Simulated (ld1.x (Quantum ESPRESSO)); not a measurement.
LDA (PZ) ultrasoft dataset for Rh, fully relativistic all-electron reference.

The input file (ld1.x (Quantum ESPRESSO) 7.5):

```
&input
   title='Rh', zed=45., rel=2, dft='PZ', iswitch=3,
   config='[Kr] 4d8 5s0.5 5p0', rel_dist='average',
   nld=5, rlderiv=4.45, eminld=-3.0, emaxld=5.0, deld=0.02
 /
 &inputp
   pseudotype=3, tm=.true., lloc=-2, rcloc=2.45,
   nlcc=.false.,
   file_pseudopw='Rh.UPF', file_wfcaegen='ae.wfc', file_wfcncgen='nc.wfc', file_beta='beta', file_chi='chi', file_wfcusgen='us.wfc'
 /
6
5S  1  0   0.50   0.00  1.80  2.25  0.0
5S  1  0   0.00   2.60  1.80  2.25  0.0
5P  2  1   0.00   0.00  2.95  4.10  0.0
5P  2  1   0.00   0.30  2.95  4.10  0.0
4D  3  2   8.00   0.00  1.25  1.60  0.0
4D  3  2   0.00   2.15  1.25  1.60  0.0
 &test
   configts(1)='4d8 5s0.5 5p0'
 /
```

Command:

```bash
ld1.x < Rh.in > Rh.out
```

Resulting log (shortened: banner, matrices, multipoles, cross overlaps and the repeated all-electron block are left out):

```
Program LD1 v.7.5
     --------------------------- All-electron run ----------------------------

     Rh
     dirac relativistic calculation

     atomic number is 45.00
     dft =PZ   lsd =0 sic =0 latt =0  beta=0.20 tr2=1.0E-14
     Exchange-correlation= PZ
                           (   1   1   0   0   0   0   0)
     mesh =1233 r(mesh) =  98.82371 a.u. xmin = -7.00 dx = 0.01250
     1 Ry =  13.60569312 eV, c = 137.03599908

     n l j   nl                  e(Ry)          e(Ha)          e(eV)
     Spin orbit split results
     1 0 0.5 1S 1( 2.00)     -1690.4897      -845.2448    -23000.2839
     2 0 0.5 2S 1( 2.00)      -245.3159      -122.6579     -3337.6928
     2 1 0.5 2P 1( 2.00)      -227.2970      -113.6485     -3092.5336
     2 1 1.5 2P 1( 4.00)      -216.6845      -108.3423     -2948.1429
     3 0 0.5 3S 1( 2.00)       -44.0239       -22.0120      -598.9760
     3 1 0.5 3P 1( 2.00)       -36.9646       -18.4823      -502.9290
     3 1 1.5 3P 1( 4.00)       -35.1381       -17.5691      -478.0788
     4 0 0.5 4S 1( 2.00)        -6.3372        -3.1686       -86.2225
     4 1 0.5 4P 1( 2.00)        -4.1862        -2.0931       -56.9565
     4 1 1.5 4P 1( 4.00)        -3.8955        -1.9478       -53.0014
     3 2 1.5 3D 1( 4.00)       -22.5899       -11.2950      -307.3515
     3 2 2.5 3D 1( 6.00)       -22.2293       -11.1147      -302.4454
     4 2 1.5 4D 1( 3.20)        -0.7417        -0.3708       -10.0908
     4 2 2.5 4D 1( 4.80)        -0.7123        -0.3561        -9.6913
     5 0 0.5 5S 1( 0.50)        -0.5704        -0.2852        -7.7612
     5 1 0.5 5P 1( 0.00)        -0.2695        -0.1348        -3.6670
     5 1 1.5 5P 1( 0.00)        -0.2556        -0.1278        -3.4773
     Averaged results
     1 0     1S 1( 2.00)     -1690.4897      -845.2448    -23000.2839
     2 0     2S 1( 2.00)      -245.3159      -122.6579     -3337.6928
     2 1     2P 1( 6.00)      -220.2220      -110.1110     -2996.2732
     3 0     3S 1( 2.00)       -44.0239       -22.0120      -598.9760
     3 1     3P 1( 6.00)       -35.7470       -17.8735      -486.3622
     4 0     4S 1( 2.00)        -6.3372        -3.1686       -86.2225
     4 1     4P 1( 6.00)        -3.9924        -1.9962       -54.3198
     3 2     3D 1(10.00)       -22.3736       -11.1868      -304.4079
     4 2     4D 1( 8.00)        -0.7240        -0.3620        -9.8511
     5 0     5S 1( 0.50)        -0.5704        -0.2852        -7.7612
     5 1     5P 1( 0.00)        -0.2602        -0.1301        -3.5405

     final scf error:  3.8E-15 reached in  28 iterations

     Etot =   -9560.591387 Ry,   -4780.295693 Ha, -130078.472482 eV

     Ekin =    9964.663894 Ry,    4982.331947 Ha,  135576.159020 eV
     Encl =  -23143.221476 Ry,  -11571.610738 Ha, -314879.569281 eV
     Eh   =    3886.020368 Ry,    1943.010184 Ha,   52872.000600 eV
     Exc  =    -268.054173 Ry,    -134.027087 Ha,   -3647.062821 eV

     normalization and overlap integrals

     s(1S/1S) =  1.000000  <r> =   0.0327  <r2> =    0.0014  r(max) =   0.0211
     s(2S/2S) =  1.000000  <r> =   0.1417  <r2> =    0.0237  r(max) =   0.1201
     s(2P/2P) =  1.000000  <r> =   0.1204  <r2> =    0.0178  r(max) =   0.0936
     s(2P/2P) =  1.000000  <r> =   0.1252  <r2> =    0.0191  r(max) =   0.0971
     s(3S/3S) =  1.000000  <r> =   0.3912  <r2> =    0.1753  r(max) =   0.3520
     s(3P/3P) =  1.000000  <r> =   0.3835  <r2> =    0.1712  r(max) =   0.3390
     s(3P/3P) =  1.000000  <r> =   0.3944  <r2> =    0.1808  r(max) =   0.3476
     s(4S/4S) =  1.000000  <r> =   0.9796  <r2> =    1.0892  r(max) =   0.8766
     s(4P/4P) =  1.000000  <r> =   1.0599  <r2> =    1.2905  r(max) =   0.9216
     s(4P/4P) =  1.000000  <r> =   1.0920  <r2> =    1.3703  r(max) =   0.9568
     s(3D/3D) =  1.000000  <r> =   0.3686  <r2> =    0.1626  r(max) =   0.2882
     s(3D/3D) =  1.000000  <r> =   0.3721  <r2> =    0.1655  r(max) =   0.2918
     s(4D/4D) =  1.000000  <r> =   1.5579  <r2> =    3.0020  r(max) =   1.1398
     s(4D/4D) =  1.000000  <r> =   1.5829  <r2> =    3.1043  r(max) =   1.1541
     s(5S/5S) =  1.000000  <r> =   3.0714  <r2> =   10.7941  r(max) =   2.5685
     s(5P/5P) =  1.000000  <r> =   4.0877  <r2> =   19.4015  r(max) =   3.2981
     s(5P/5P) =  1.000000  <r> =   4.2212  <r2> =   20.6753  r(max) =   3.4241

     ------------------------ End of All-electron run ------------------------

     --------------------- Generating US pseudopotential ---------------------

      Generating local potential from pseudized AE potential:
      Matching radius rcloc =   2.4500
      Enforcing V''(0)=0 (lloc=-2)

      Local pseudo, rcloc= 2.443 Estimated cut-off energy=     5.38 Ry

     Fully relativistic calculation: |psi|^2

     Wfc 5S LC norm =  0.99995978 SC norm =  0.00003983 missing  0.00000039

     Wfc 5P LC norm =  0.99997833 SC norm =  0.00002156 missing  0.00000011

     Wfc 5P LC norm =  0.99997967 SC norm =  0.00001899 missing  0.00000135

     Wfc 4D LC norm =  0.99983243 SC norm =  0.00016757 missing  0.00000000

     Wfc 4D LC norm =  0.99983686 SC norm =  0.00016309 missing  0.00000004

      Wfc   5S  rcut= 1.810  Using Troullier-Martins method
      Wfc-us  5S rcutus= 2.267  Estimated cut-off energy=     8.23 Ry

      Wfc   5S  rcut= 1.810  Using Troullier-Martins method
      Wfc-us  5S rcutus= 2.267  Estimated cut-off energy=    13.48 Ry

      Wfc   5P  rcut= 2.984  Using Troullier-Martins method
      Wfc-us  5P rcutus= 4.130  Estimated cut-off energy=     4.56 Ry

      Wfc   5P  rcut= 2.984  Using Troullier-Martins method
      Wfc-us  5P rcutus= 4.130  Estimated cut-off energy=     4.53 Ry

      Wfc   5P  rcut= 2.984  Using Troullier-Martins method
      Wfc-us  5P rcutus= 4.130  Estimated cut-off energy=     7.23 Ry

      Wfc   5P  rcut= 2.984  Using Troullier-Martins method
      Wfc-us  5P rcutus= 4.130  Estimated cut-off energy=     6.89 Ry

      Wfc   4D  rcut= 1.244  Using Troullier-Martins method
      Wfc-us  4D rcutus= 1.597  Estimated cut-off energy=    44.91 Ry

      Wfc   4D  rcut= 1.244  Using Troullier-Martins method
      Wfc-us  4D rcutus= 1.597  Estimated cut-off energy=    44.85 Ry

      Wfc   4D  rcut= 1.244  Using Troullier-Martins method
      Wfc-us  4D rcutus= 1.597  Estimated cut-off energy=    67.08 Ry

      Wfc   4D  rcut= 1.244  Using Troullier-Martins method
      Wfc-us  4D rcutus= 1.597  Estimated cut-off energy=    66.03 Ry

     ------------------- End of pseudopotential generation -------------------

     Computing logarithmic derivative in   4.42428
     Computing logarithmic derivative in   4.42428
     Computing the partial wave expansion
     R is outside the sphere for l=    0 j= 0.50
     R is outside the sphere for l=    0 j= 0.50
     R is outside the sphere for l=    1 j= 0.50
     R is outside the sphere for l=    1 j= 0.50
     R is outside the sphere for l=    1 j= 1.50
     R is outside the sphere for l=    1 j= 1.50
     R is outside the sphere for l=    2 j= 1.50
     R is outside the sphere for l=    2 j= 1.50
     R is outside the sphere for l=    2 j= 2.50
     R is outside the sphere for l=    2 j= 2.50

     ---------------------- Testing the pseudopotential ----------------------

     Rh
     dirac relativistic calculation

     atomic number is 45.00   valence charge is  9.00
     dft =PZ   lsd =0 sic =0 latt =0  beta=0.20 tr2=1.0E-14
     mesh =1233 r(mesh) =  98.82371 xmin = -7.00 dx = 0.01250

     n l  j  nl             e AE (Ry)       e PS (Ry)    De AE-PS (Ry)
     3 2 1.5 4D   1( 3.20)       -0.74166       -0.74166       -0.00000
     3 2 2.5 4D   1( 4.80)       -0.71229       -0.71230        0.00000
     1 0 0.5 5S   1( 0.50)       -0.57044       -0.57044        0.00000
     2 1 0.5 5P   1( 0.00)       -0.26952       -0.26952        0.00000
     2 1 1.5 5P   1( 0.00)       -0.25557       -0.25557        0.00000

     eps = 1.9E-15  iter =  3

     Etot =   -9560.591387 Ry,   -4780.295693 Ha, -130078.472482 eV
     Etotps =   -43.802584 Ry,     -21.901292 Ha,    -595.964515 eV

     Ekin =      36.815509 Ry,      18.407754 Ha,     500.900513 eV
     Encl =     -89.769658 Ry,     -44.884829 Ha,   -1221.378419 eV
     Ehrt =      40.048052 Ry,      20.024026 Ha,     544.881508 eV
     Ecxc =      -7.530077 Ry,      -3.765038 Ha,    -102.451914 eV
     Epseu=     -23.366410 Ry,     -11.683205 Ha,    -317.916203 eV

     ---------------------- End of pseudopotential test ----------------------
```

Generation and configuration tests took about 2.4 s on one core of a shared server CPU.
